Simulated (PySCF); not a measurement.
Run record for `C#CBOC`: X3LYP/aug-cc-pVDZ, damping 0.2 at the start, DIIS from the seventh cycle, TDA, 12 singlets.

Method: TDA X3LYP/aug-cc-pVDZ, vertical, gas phase, core orbitals frozen in the response (PySCF 2.14.0, density-fitted response routines). Geometry: GFN2-xTB. The input is one job of a driver script: a line of settings, then coordinates in Å.

Command:
```bash
OMP_NUM_THREADS=1 python probes_run.py task.json out
```

Input:
```
{"job": {"kind": "uv", "xc": "X3LYP", "basis": "aug-cc-pVDZ", "nstates": 12, "ntriplets": 0, "tda": true, "scf": {"damp": 0.2}}, "charge": 0, "multiplicity": 1}
C      2.230342    -0.670638     0.316564
C      1.377293     0.174917     0.241753
B      0.266847     1.219073     0.138948
O     -1.007640     0.916315    -0.096618
C     -1.487096    -0.394030    -0.281607
H      2.991455    -1.394028     0.386584
H      0.500209     2.362139     0.267858
H     -1.264711    -1.018172     0.587942
H     -1.029939    -0.853392    -1.162108
H     -2.567878    -0.337530    -0.421843
```

Task: What does the run print?

Result: 
```
damping 0.20 in the first 6 cycles
final grid: 82904 points
cycle   1  E = -217.2189573995  dE =  5.697e-01  |g| = 6.067e-01  |ddm| = 1.928e+01
cycle   2  E = -217.1951662857  dE =  2.379e-02  |g| = 7.140e-01  |ddm| = 3.102e+00
cycle   3  E = -217.1410322581  dE =  5.413e-02  |g| = 8.888e-01  |ddm| = 2.120e+00
cycle   4  E = -216.9468816084  dE =  1.942e-01  |g| = 1.272e+00  |ddm| = 2.929e+00
cycle   5  E = -216.6803269711  dE =  2.666e-01  |g| = 1.652e+00  |ddm| = 4.323e+00
cycle   6  E = -210.0919903473  dE =  6.588e+00  |g| = 4.198e+00  |ddm| = 1.049e+01
cycle   7  E = -184.6558584271  dE =  2.544e+01  |g| = 8.500e+00  |ddm| = 2.746e+01
cycle   8  E = -210.7837848939  dE = -2.613e+01  |g| = 4.081e+00  |ddm| = 1.958e+01
cycle   9  E = -216.2699042216  dE = -5.486e+00  |g| = 1.965e+00  |ddm| = 1.506e+01
cycle  10  E = -216.9506137948  dE = -6.807e-01  |g| = 1.014e+00  |ddm| = 5.422e+00
cycle  11  E = -217.2755678792  dE = -3.250e-01  |g| = 3.009e-01  |ddm| = 2.553e+00
cycle  12  E = -217.2944369924  dE = -1.887e-02  |g| = 9.642e-02  |ddm| = 1.105e+00
cycle  13  E = -217.2970534372  dE = -2.616e-03  |g| = 3.151e-02  |ddm| = 2.776e-01
cycle  14  E = -217.2972830920  dE = -2.297e-04  |g| = 7.149e-03  |ddm| = 7.926e-02
cycle  15  E = -217.2972967356  dE = -1.364e-05  |g| = 1.983e-03  |ddm| = 3.378e-02
cycle  16  E = -217.2972975718  dE = -8.362e-07  |g| = 3.953e-04  |ddm| = 6.813e-03
cycle  17  E = -217.2972976199  dE = -4.808e-08  |g| = 1.099e-04  |ddm| = 2.566e-03
cycle  18  E = -217.2972976236  dE = -3.703e-09  |g| = 1.634e-05  |ddm| = 5.950e-04
cycle  19  E = -217.2972976236  dE = -8.845e-11  |g| = 9.175e-06  |ddm| = 8.381e-05
converged SCF energy = -217.2972976236

Static polarisability (au): isotropic 53.826, principal 39.535 52.508 69.437

Singlet excitations
state   eV       nm        f      main configurations
  1   5.0490    245.6   0.00050   H->L 0.98
  2   5.9521    208.3   0.06248   H-1->L 0.71, H->L+2 0.17
  3   6.1842    200.5   0.00130   H-2->L 0.98
  4   6.8272    181.6   0.00004   H-1->L+2 0.71, H-1->L+3 0.09
  5   7.0222    176.6   0.01369   H->L+1 0.86
  6   7.2226    171.7   0.14404   H-3->L 0.79
  7   7.2328    171.4   0.05366   H-1->L+1 0.92
  8   7.5005    165.3   0.00127   H->L+3 0.80, H->L+2 0.09
  9   7.6610    161.8   0.01210   H-4->L 0.83, H->L+4 0.13
 10   7.6811    161.4   0.00239   H-1->L+3 0.81, H-1->L+2 0.10
 11   7.7129    160.7   0.12191   H->L+2 0.40, H->L+5 0.20, H-1->L+4 0.09
 12   7.7334    160.3   0.00102   H->L+4 0.80, H-4->L 0.14
```

H and L stand for HOMO and LUMO; the number after each pair is its weight.

Task: Give S1 in cm⁻¹ and kJ/mol.

Result: 5.0490 eV × 8065.54 = 40723 cm⁻¹; × 96.485 = 487.2 kJ/mol.

Task: How does the lowest singlet excitation compare with the HOMO–LUMO gap?

Result: HOMO -8.05 eV and LUMO -1.38 eV give a gap of 6.67 eV; S1 at 5.05 eV lies 1.62 eV below it.

In short: SCF converged in 19 cycles with 160 basis and 504 fitting functions; HOMO -8.05 eV, LUMO -1.38 eV; lowest singlet 5.05 eV; mean polarisability 53.8 au.

 GFN2-xTB frequencies show an imaginary mode (88i cm⁻¹), so this geometry is no minimum at that level.

Task: Estimate the wall time. Hardware: an Intel Xeon Platinum 8259CL at 2.50 GHz with one thread, shared host. And the peak memory of the process?

Result: About 18 s, with 0.62 GiB resident at the peak, the Python interpreter and its libraries included.

Shape of the structure used: `[CH:1]#[C:2][BH:3][O:4][CH3:5]`: C2–B3–O4–C5 0°.

One conformer stands for the species.
